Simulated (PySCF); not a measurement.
RhC: from constants to spectrum

UHF-CCSD(T) constants of RhC, ²Σ⁺ (doublet), unpaired electrons σ ↑ (Rh def2-TZVPP with ECP28, C def2-TZVPP; scalar-relativistic core potentials (PySCF 2.14); masses 102.9055 and 12.0000 u):

| Property | Result |
| --- | --- |
| ωe | 1089.9 cm⁻¹ |
| ωexe | 5.96 cm⁻¹ |
| Be | 0.60286 cm⁻¹ |
| αe | 0.00353 cm⁻¹ |
| D (centrifugal) | 7.38e-07 cm⁻¹ |
| De to Rh (4d8 5s1) + C | 5.93 eV |

(1) Give the vibrational terms G(v) and spacings up to v = 3.

(2) How well does the Morse estimate ωe²/(4ωexe) reproduce De, and what is D0?

Correlated steps freeze 1 core orbital. Spin–orbit coupling is left out, which matters for elements this heavy, above all for dissociation energies. With d or f electrons several states lie close, and the lowest PBE0 determinant need not be the measured ground state.

Results:

(1) G(v) = ωe(v+½) − ωexe(v+½)².

```csv
v,G(v) (cm⁻¹),G(v) − G(v−1),Bv (cm⁻¹)
0,543,,0.6011
1,1621,1078,0.5976
2,2688,1066,0.5940
3,3742,1054,0.5905
```

(2) It gives 6.18 eV, 104 % of the computed De. D0 = De − G(0) = 5.93 − 0.07 = 5.86 eV.
